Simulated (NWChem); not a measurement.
# SiH₂BrCl; SMILES Cl[SiH2]Br

All runs: NWChem. Medium grid unless said otherwise, to which SCAN and Minnesota functionals are sensitive. Geometry: optimised at PBE0/def2-SVP. B3LYP is NWChem's, with the RPA form of VWN correlation.

**Question.** Order these by “highest occupied level (eV)”, lowest first: B97-2/def2-SVP; MPW1K/def2-SVP; PBE/def2-SVP; LRC-wPBEh/def2-SVP; TPSSh/def2-SVP.

**Answer.** LRC-wPBEh/def2-SVP (-10.48), MPW1K/def2-SVP (-9.61), B97-2/def2-SVP (-8.36), TPSSh/def2-SVP (-7.98), PBE/def2-SVP (-7.24)
